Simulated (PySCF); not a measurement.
Correlation energy of Ne (neon, neutral)

[Ne], closed-shell 1S. Computed with PySCF 2.14 in aug-cc-pVDZ-DK (4s3p2d, 23 functions), with scalar relativity by spin-free X2C-1e. Frozen: 1s2; 8 electrons correlated.

```tsv
level	correlation energy (mhartree)
CCSD	-210.34
(T)	-2.80
CCSD(T)	-213.14
CCSDT	-213.26
```

Diagnostics: T1 = 0.0094, D1 = 0.0149, largest double amplitude 0.034.

Task: Is a single reference adequate?

Result: Yes: T1 lies below 0.03 and no double amplitude reaches 0.07.
